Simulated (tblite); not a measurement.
Compound: C6H11ClOSi.
Z-matrix (Å and degrees, GFN2-xTB geometry), rows numbered from 1:
```
C 
C   1  1.5299
C   2  1.5048  1  110.95
C   3  1.4418  2  119.82  1    85.84
O   4  1.2053  3  125.50  2  -179.77
Cl  4  1.7596  3  117.15  2    -0.17
C   3  1.3526  2  125.90  1   -91.69
C   7  1.4862  3  123.05  2    -0.70
Si  7  1.9072  3  120.62  2  -179.86
H   1  1.0871  2  110.34  3   -61.11
H   1  1.0879  2  110.63  3    58.87
H   1  1.0872  2  110.26  3   179.11
H   2  1.0904  1  109.13  3   120.77
H   2  1.0904  1  109.80  3  -121.58
H   8  1.0904  7  108.64  3  -110.05
H   8  1.0883  7  109.36  3   133.78
H   8  1.0862  7  113.91  3    11.53
H   9  1.4573  7  110.90  3   -69.40
H   9  1.4795  7  101.79  3   178.48
H   9  1.4568  7  111.22  3    66.07
```

Computed values, GFN2-xTB/tblite, gas phase, harmonic and unscaled. The method is semi-empirical: single wavenumbers can be off by several per cent or more. Modes of hydrogen on silicon can be 10 to 20 % off. One conformer, not necessarily the lowest.

Harmonic wavenumbers (cm⁻¹): 40.5, 60.3, 80.3, 88.4, 145.7, 176.2, 200.4, 261.0, 291.6, 353.6, 356.0, 379.2, 402.5, 454.0, 486.5, 570.2, 572.9, 602.3, 675.9, 707.7, 722.9, 830.6, 856.0, 883.8, 894.3, 989.5, 1011.7, 1044.5, 1082.6, 1115.2, 1178.7, 1229.3, 1273.7, 1316.6, 1386.6, 1410.0, 1458.2, 1467.4, 1497.5, 1498.7, 1503.9, 1588.5, 1698.8, 2132.8, 2296.6, 2320.1, 2990.1, 2995.1, 3005.0, 3025.8, 3034.5, 3039.2, 3046.2, 3047.3.

A = 1493, B = 943.8, C = 615.6 MHz; mass 162.027 u (most abundant isotopes); point group C1, symmetry number 1.

Zero-point energy?

½Σν̃ = 32888 cm⁻¹ = 94.03 kcal/mol.

What is S at 298.15 K and 1 bar for an ideal gas of classical rigid rotors and harmonic oscillators?

Translation 41.18, rotation 30.29, vibration 37.01: S = 108.5 cal/(mol K).

And Cp and H(298.15 K) − H(0)?

Cp = 44.57 cal/(mol K), of which vibrations give 36.62 (their classical limit is 54 R = 107.3); H(298.15 K) − H(0) = 8.08 kcal/mol without the zero-point energy, 5.71 from vibrations.

What must be added to the electronic energy to get the Gibbs energy at 298.15 K and 1 bar?

ZPE + [H(298.15 K) − H(0)] − T·S = 94.03 + 8.08 − 32.35 = 69.76 kcal/mol.

How do the functions run with temperature in this model?

```csv
T (K),S (cal/(mol K)),Cp (cal/(mol K)),H − H(0) (kcal/mol),G − H(0) (kcal/mol),ln q(vib)
150,84.2,27.8,2.70,-9.93,4.09
250,101.1,39.4,6.06,-19.21,7.41
400,123.0,54.7,13.15,-36.06,12.23
600,148.3,70.1,25.72,-63.26,18.29
900,179.8,85.2,49.20,-112.65,26.60
```

q(vib) and H(0) count from the zero-point level.

Hindered rotation and anharmonicity are outside this model. Other conformers, if any are populated, would add a mixing term that is left out. The structure is chiral; the term R ln 2 for an equal mix with its mirror image is left out.
